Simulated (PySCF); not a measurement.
`CC[C@H](Br)[C@H](F)C#N`, C5H7BrFN

Geometry (Å), atoms numbered from 1 in this order:
```xyz
15

C    -1.9557    0.7488   -0.1482
C    -0.6426    0.3747    0.5237
C     0.1884   -0.5815   -0.3198
Br   -0.7057   -2.3321   -0.4817
C     1.5893   -0.7915    0.2671
F     1.5150   -1.0753    1.6098
C     2.3756    0.4171    0.0635
N     2.9714    1.3737   -0.1163
H    -2.5159    1.4279    0.4885
H    -1.7725    1.2411   -1.1013
H    -2.5669   -0.1336   -0.3251
H    -0.8360   -0.0807    1.4977
H    -0.0442    1.2764    0.6890
H     0.2897   -0.2176   -1.3458
H     2.1055   -1.6395   -0.2079
```

Method used: TDDFT PBE0/def2-SVPD circular dichroism and optical rotation, one conformer, gas phase in PySCF. Geometry: GFN2-xTB.

The molecule is flexible and this is one conformer; a measurement averages over conformers. The calculation is non-relativistic, which matters for the atoms heavier than Zn.

**Question.** What are the CIP labels of the stereocentres?

**Answer.** C3 S, C5 R.

**Question.** List the lowest 12 singlet excitations with oscillator and rotatory strengths.

**Answer.** Rotatory strengths R in 10⁻⁴⁰ esu² cm², velocity form and length form (origin at the centre of mass); f in length form.
| state | E (eV) | λ (nm) | f | R (velocity) | R (length) | main |
| --- | --- | --- | --- | --- | --- | --- |
| 1 | 5.86 | 212 | 0.0009 | +1.8 | +1.6 | HOMO→LUMO 0.93 |
| 2 | 5.95 | 208 | 0.003 | -2.4 | -2.5 | HOMO−1→LUMO 0.93 |
| 3 | 6.99 | 177 | 0.004 | +2.5 | +2.7 | HOMO→LUMO+1 0.85, HOMO−1→LUMO+1 0.10 |
| 4 | 7.03 | 176 | 0.017 | -10.6 | -10.8 | HOMO−1→LUMO+1 0.79, HOMO→LUMO+1 0.12 |
| 5 | 7.32 | 169 | 0.0001 | -1.2 | -1.2 | HOMO−2→LUMO 0.41, HOMO−2→LUMO+1 0.19 |
| 6 | 7.74 | 160 | 0.042 | -12.0 | -12.0 | HOMO→LUMO+2 0.89 |
| 7 | 7.78 | 159 | 0.028 | -9.9 | -10.1 | HOMO−1→LUMO+2 0.33, HOMO−2→LUMO 0.23 |
| 8 | 7.83 | 158 | 0.023 | +6.9 | +7.1 | HOMO−1→LUMO+2 0.59, HOMO−2→LUMO 0.10 |
| 9 | 7.90 | 157 | 0.081 | +5.6 | +5.8 | HOMO−3→LUMO 0.66 |
| 10 | 8.02 | 155 | 0.009 | -11.6 | -11.2 | HOMO→LUMO+3 0.58, HOMO−1→LUMO+3 0.20 |
| 11 | 8.04 | 154 | 0.014 | +1.7 | +1.1 | HOMO−1→LUMO+3 0.43, HOMO→LUMO+3 0.35 |
| 12 | 8.11 | 153 | 0.019 | -1.2 | -1.2 | HOMO−5→LUMO 0.35, HOMO−1→LUMO+3 0.19 |

Among the states computed, the strongest CD band (largest |R|) is state 6. The largest dissymmetry factor in size, g = 4R/(D+G), with D and G the electric and magnetic dipole strengths, is -0.098 for state 5 (velocity form, f = 0.0001), among bands with |R| over 0.5. The mirror image has the same energies and oscillator strengths and all R with the opposite sign.
